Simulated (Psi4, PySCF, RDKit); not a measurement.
Internal rotation in SMILES c1cc(c([SeH])cc1)[SiH3] (C6H8SeSi). Scanned: dihedral C2–C7–Se8–H16; all other coordinates were relaxed at GFN2-xTB. Points at φ and −φ are mirror images.

Atom numbering (GFN2-xTB optimised geometry, Å):
```
16

Si    -2.4736    -0.2554     0.2880
C     -0.5960    -0.2785     0.0821
C      0.1263    -1.4659     0.0791
C      1.5017    -1.4803    -0.0704
C      2.1890    -0.2879    -0.2219
C      1.4987     0.9101    -0.2233
C      0.1196     0.9093    -0.0724
Se    -0.8397     2.5703    -0.0740
H     -3.0695     0.3784    -0.8931
H     -2.9226    -1.6415     0.4147
H     -2.8052     0.5116     1.4936
H     -0.4063    -2.3989     0.1971
H      2.0375    -2.4181    -0.0690
H      3.2628    -0.2869    -0.3394
H      2.0326     1.8444    -0.3416
H      0.3449     3.3894    -0.2493
```

Computed with: PBE/def2-SVP // GFN2-xTB (Psi4); UFF // GFN2-xTB (RDKit); RKS-B3LYP/6-31G* = PySCF with restricted B3LYP/6-31G*, spherical d, density fitting // GFN2-xTB; RHF/6-31G* = restricted Hartree-Fock/6-31G*, spherical d, density fitting // GFN2-xTB (PySCF); RKS-BP86/6-31G* = restricted BP86/6-31G*, spherical d, density fitting // GFN2-xTB in PySCF; PBE-D3(BJ)/def2-SVP // GFN2-xTB (Psi4).

Energies in kcal/mol, each method relative to its own lowest point.

| φ / ° | PBE/def2-SVP | UFF | RKS-B3LYP/6-31G* | RHF/6-31G* | RKS-BP86/6-31G* | PBE-D3(BJ)/def2-SVP |
|---|---|---|---|---|---|---|
| -165 | 0.2 | 6.7 | 0.7 | 2.2 | 0.4 | 0.3 |
| -150 | 0.2 | 5.2 | 0.6 | 1.7 | 0.4 | 0.3 |
| -135 | 0.3 | 3.4 | 0.5 | 1.2 | 0.4 | 0.4 |
| -120 | 0.4 | 1.6 | 0.4 | 0.7 | 0.3 | 0.4 |
| -105 | 0.3 | 0.4 | 0.2 | 0.2 | 0.2 | 0.4 |
| -90 | 0.2 | 0.0 | 0.0 | 0.0 | 0.1 | 0.3 |
| -75 | 0.1 | 0.3 | 0.0 | 0.1 | 0.0 | 0.1 |
| -60 | 0.0 | 1.4 | 0.1 | 0.5 | 0.0 | 0.1 |
| -45 | 0.0 | 3.4 | 0.3 | 1.1 | 0.1 | 0.0 |
| -30 | 0.1 | 5.9 | 0.5 | 1.6 | 0.3 | 0.1 |
| -15 | 0.3 | 8.3 | 0.8 | 2.1 | 0.5 | 0.3 |
| 0 | 0.4 | 9.2 | 0.9 | 2.2 | 0.7 | 0.4 |
| 15 | 0.3 | 8.3 | 0.8 | 2.1 | 0.5 | 0.3 |
| 30 | 0.1 | 5.9 | 0.5 | 1.6 | 0.3 | 0.1 |
| 45 | 0.0 | 3.4 | 0.3 | 1.1 | 0.1 | 0.0 |
| 60 | 0.0 | 1.4 | 0.1 | 0.5 | 0.0 | 0.1 |
| 75 | 0.1 | 0.3 | 0.0 | 0.1 | 0.0 | 0.1 |
| 90 | 0.2 | 0.0 | 0.0 | 0.0 | 0.1 | 0.3 |
| 105 | 0.3 | 0.4 | 0.2 | 0.2 | 0.2 | 0.4 |
| 120 | 0.4 | 1.6 | 0.4 | 0.7 | 0.3 | 0.4 |
| 135 | 0.3 | 3.4 | 0.5 | 1.2 | 0.4 | 0.4 |
| 150 | 0.2 | 5.2 | 0.6 | 1.7 | 0.4 | 0.3 |
| 165 | 0.2 | 6.7 | 0.7 | 2.2 | 0.4 | 0.3 |
| 180 | 0.3 | 7.3 | 0.8 | 2.4 | 0.4 | 0.3 |

Root-mean-square difference from the PBE-D3(BJ)/def2-SVP profile, itself a level with limits, after the best constant shift (kcal/mol): PBE/def2-SVP 0.0, UFF 2.9, RKS-B3LYP/6-31G* 0.3, RHF/6-31G* 0.8, RKS-BP86/6-31G* 0.2.
